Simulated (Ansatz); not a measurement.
Geometry optimisation of CH6FNOSi, SMILES `NC(F)[SiH2]O`.

```yaml
crystal:
  periodic: [false, false, false]
  atoms:
    - {symbol: N, position_ang: [-0.852798, -0.896201, 1.162451]}
    - {symbol: C, position_ang: [0.343286, -0.742988, 0.441723]}
    - {symbol: F, position_ang: [1.511154, -0.520932, 1.275715]}
    - {symbol: Si, position_ang: [0.352425, 0.797031, -0.682318]}
    - {symbol: O, position_ang: [-0.807778, 0.572410, -1.881802]}
    - {symbol: H, position_ang: [-0.870916, -1.724801, 1.767788]}
    - {symbol: H, position_ang: [-1.109531, -0.067089, 1.709488]}
    - {symbol: H, position_ang: [0.558625, -1.678189, -0.121681]}
    - {symbol: H, position_ang: [0.040329, 1.981498, 0.201719]}
    - {symbol: H, position_ang: [1.726306, 0.975744, -1.270319]}
    - {symbol: H, position_ang: [-0.825600, 1.246618, -2.582165]}
basis:
  gaussian: {orbitals: def2-TZVP}
hamiltonian: {xc: pbe0, dispersion: d4}
relax: {f_tol: 0.005, max_steps: 150}
```

```sh
$ ansatz run in.yaml --threads 4 --pin off --events-out ev --progress --plain --max-ram 10444MiB
```

Shortened log:

```
Functional definition: PBE0
  name "PBE0"
  cite "Adamo & Barone, J. Chem. Phys. 110, 6158 (1999) doi:10.1063/1.478522"
  cite "Perdew, Burke & Ernzerhof, Phys. Rev. Lett. 77, 3865 (1996) doi:10.1103/PhysRevLett.77.3865"
  parent pbe
  parameter a = 0.25
  parameter kappa = 0.804
  parameter beta = 0.06672455060314922
  exchange = (1 - a)*pbe_x(kappa = kappa, mu = beta*pi^2/3) + a*exact_x
  correlation = pbe_c(beta = beta)
mean field -15259.60560208 eV, -560.7801625441 hartree, gradient 1.4e-5 eV, S^2 0.000000; 0 other end points of the search recorded, 0 dependent functions left out
the calculation of the forces begins
relax step   1: F+E_penalty+E_count = -15259.77378751 eV  Δ(F+E_penalty+E_count) = +0.000e0 eV  max|allowed force component| = 7.188e-1 eV/Å  Δτ_max = 0.0000 Å  (28 SCF iters, accepted)
these checks for a lower state are left out or cut short: starts, cluster_reference, orbital_swaps, neighbouring_geometries, increment
mean field -15259.65512637 eV, -560.7819825285 hartree, gradient 9.8e-6 eV, S^2 0.000000; 0 other end points of the search recorded, 0 dependent functions left out
the calculation of the forces begins
relax step   2: F+E_penalty+E_count = -15259.82369220 eV  Δ(F+E_penalty+E_count) = -4.990e-2 eV  max|allowed force component| = 4.388e-1 eV/Å  Δτ_max = 0.0283 Å  (32 SCF iters, accepted)
these checks for a lower state are left out or cut short: starts, cluster_reference, orbital_swaps, neighbouring_geometries, increment
mean field -15259.66533753 eV, -560.7823577817 hartree, gradient 9.6e-6 eV, S^2 0.000000; 0 other end points of the search recorded, 0 dependent functions left out
the calculation of the forces begins
relax step   3: F+E_penalty+E_count = -15259.83435097 eV  Δ(F+E_penalty+E_count) = -1.066e-2 eV  max|allowed force component| = 9.832e-2 eV/Å  Δτ_max = 0.0225 Å  (33 SCF iters, accepted)
these checks for a lower state are left out or cut short: starts, cluster_reference, orbital_swaps, neighbouring_geometries, increment
mean field -15259.66746687 eV, -560.7824360333 hartree, gradient 9.6e-6 eV, S^2 0.000000; 0 other end points of the search recorded, 0 dependent functions left out
the calculation of the forces begins
relax step   4: F+E_penalty+E_count = -15259.83645114 eV  Δ(F+E_penalty+E_count) = -2.100e-3 eV  max|allowed force component| = 6.651e-2 eV/Å  Δτ_max = 0.0262 Å  (32 SCF iters, accepted)
these checks for a lower state are left out or cut short: starts, cluster_reference, orbital_swaps, neighbouring_geometries, increment
mean field -15259.66823740 eV, -560.7824643500 hartree, gradient 9.5e-6 eV, S^2 0.000000; 0 other end points of the search recorded, 0 dependent functions left out
the calculation of the forces begins
relax step   5: F+E_penalty+E_count = -15259.83740613 eV  Δ(F+E_penalty+E_count) = -9.550e-4 eV  max|allowed force component| = 3.708e-2 eV/Å  Δτ_max = 0.0266 Å  (32 SCF iters, accepted)
these checks for a lower state are left out or cut short: starts, cluster_reference, orbital_swaps, neighbouring_geometries, increment
mean field -15259.66853161 eV, -560.7824751619 hartree, gradient 9.5e-6 eV, S^2 0.000000; 0 other end points of the search recorded, 0 dependent functions left out
the calculation of the forces begins
relax step   6: F+E_penalty+E_count = -15259.83764411 eV  Δ(F+E_penalty+E_count) = -2.380e-4 eV  max|allowed force component| = 3.168e-2 eV/Å  Δτ_max = 0.0167 Å  (32 SCF iters, accepted)
these checks for a lower state are left out or cut short: starts, cluster_reference, orbital_swaps, neighbouring_geometries, increment
mean field -15259.66884426 eV, -560.7824866514 hartree, gradient 9.6e-6 eV, S^2 0.000000; 0 other end points of the search recorded, 0 dependent functions left out
the calculation of the forces begins
relax step   7: F+E_penalty+E_count = -15259.83791571 eV  Δ(F+E_penalty+E_count) = -2.716e-4 eV  max|allowed force component| = 2.045e-2 eV/Å  Δτ_max = 0.0196 Å  (32 SCF iters, accepted)
these checks for a lower state are left out or cut short: starts, cluster_reference, orbital_swaps, neighbouring_geometries, increment
mean field -15259.66898961 eV, -560.7824919931 hartree, gradient 9.5e-6 eV, S^2 0.000000; 0 other end points of the search recorded, 0 dependent functions left out
the calculation of the forces begins
relax step   8: F+E_penalty+E_count = -15259.83804581 eV  Δ(F+E_penalty+E_count) = -1.301e-4 eV  max|allowed force component| = 1.880e-2 eV/Å  Δτ_max = 0.0169 Å  (32 SCF iters, accepted)
these checks for a lower state are left out or cut short: starts, cluster_reference, orbital_swaps, neighbouring_geometries, increment
mean field -15259.66904323 eV, -560.7824939635 hartree, gradient 9.5e-6 eV, S^2 0.000000; 0 other end points of the search recorded, 0 dependent functions left out
the calculation of the forces begins
relax step   9: F+E_penalty+E_count = -15259.83809493 eV  Δ(F+E_penalty+E_count) = -4.912e-5 eV  max|allowed force component| = 1.256e-2 eV/Å  Δτ_max = 0.0082 Å  (33 SCF iters, accepted)
these checks for a lower state are left out or cut short: starts, cluster_reference, orbital_swaps, neighbouring_geometries, increment
mean field -15259.66907005 eV, -560.7824949491 hartree, gradient 9.5e-6 eV, S^2 0.000000; 0 other end points of the search recorded, 0 dependent functions left out
the calculation of the forces begins
relax step  10: F+E_penalty+E_count = -15259.83811465 eV  Δ(F+E_penalty+E_count) = -1.971e-5 eV  max|allowed force component| = 4.146e-3 eV/Å  Δτ_max = 0.0037 Å  (33 SCF iters, accepted)
mean field -15259.66907005 eV, -560.7824949491 hartree, gradient 9.5e-6 eV, S^2 0.000000; 1 other end points of the search recorded, 0 dependent functions left out
the calculation of the forces begins
Total energy: -15259.83814389 eV, -560.7887082980 hartree
Atom 0 at    -0.827961    -0.851461     1.192234 Å, force     0.001542    -0.001036     0.001241 eV/Å
Atom 1 at     0.337674    -0.735850     0.425453 Å, force     0.003631     0.002367     0.003879 eV/Å
Atom 2 at     1.521867    -0.638876     1.222893 Å, force    -0.004146    -0.000984    -0.001477 eV/Å
Atom 3 at     0.338381     0.813841    -0.665744 Å, force     0.002592     0.000068     0.001010 eV/Å
Atom 4 at    -0.738163     0.541128    -1.879592 Å, force    -0.003813    -0.002085    -0.003635 eV/Å
Atom 5 at    -0.872918    -1.692608     1.750754 Å, force    -0.001260     0.000745    -0.000847 eV/Å
Atom 6 at    -1.025831    -0.039714     1.759661 Å, force     0.000703    -0.001331    -0.000790 eV/Å
Atom 7 at     0.470707    -1.644479    -0.169176 Å, force    -0.000808     0.000546     0.000457 eV/Å
Atom 8 at    -0.062842     1.969500     0.187117 Å, force     0.000075    -0.000725    -0.000380 eV/Å
Atom 9 at     1.703644     1.053870    -1.200864 Å, force     0.000775     0.001246    -0.000913 eV/Å
Atom 10 at    -0.779055     1.167749    -2.602136 Å, force     0.000709     0.001189     0.001455 eV/Å
Dipole moment:    -0.203401     0.137466    -0.123028 e Å
```

Run time 33 s (4 threads of an Arm Neoverse V1 on a shared host); peak host memory 0.46 GiB.
